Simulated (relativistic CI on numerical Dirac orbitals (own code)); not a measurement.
Calculated at this level of theory: Dirac-Coulomb-Breit CI, separate exchange-only KLI orbitals for each configuration, a model potential for QED, unscaled Slater integrals (own radial code, finite nucleus).

The strongest absorption lines from the ground level of an ion, among the configurations computed and to levels below about 1350 eV (vacuum wavelength in nm, gf): 0.93414 (1.7), 0.93433 (1.5), 0.93770 (0.54), 0.95278 (0.41), 0.96712 (0.85), 1.1459 (0.37), 1.1464 (0.51), 3.8014 (0.88).

Question: Which ion is it?
A. Tb³⁸⁺
B. Sm³⁵⁺
C. Ba²⁹⁺
D. Pr³²⁺

Answer: B. Sm³⁵⁺ has 27 electrons and the ground level 3s2 3p6 3d9 2D_5/2; the strongest line goes to 3s2 3p6 3d8 4f 4G°_7/2. The pattern of lines fixes the number of electrons, and along that sequence the line energies rise steadily with the charge (about as its square where n changes within one kind of shell, about linearly where n is kept but much faster in heavy ions where fine structure, which grows about as Z⁴, sets the gap, and irregularly where shells cross), which fixes Z. Configurations outside the model, such as inner-shell arrays, can give stronger lines. At this charge energies of transitions that change n are usually good to better than 1 %, and those within a shell (Δn = 0) to a few per cent.

LS names give the leading component of a level, which can be under half, so a name can repeat, a term be missing and a line seem to break the LS rules.
